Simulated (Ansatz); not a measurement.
Ansatz results at the PBE0-D4/def2-TZVP geometry: HOMO–LUMO gap (PBE0/def2-TZVPP) 6.82 eV; HOMO energy (ωB97M-V/def2-TZVPP) -10.09 eV; size of the dipole moment (B3LYP/def2-TZVPP) 1.26 D.

Each molecule was computed in one conformer, which needn't be the lowest.

Which molecule gave them?
A. `[CH3][InH][CH2][SiH3]`
B. `BSC(=C)[SiH3]`
C. `N=CCC=N`
D. `C[N]([AlH2])[AlH2]`

C. The others give `[CH3][InH][CH2][SiH3]`: 5.88, -9.42, 1.21; `BSC(=C)[SiH3]`: 5.92, -9.48, 1.20; `C[N]([AlH2])[AlH2]`: 6.29, -9.64, 0.98.

B3LYP here is the variant with VWN-RPA as its local correlation; programs differ in this.
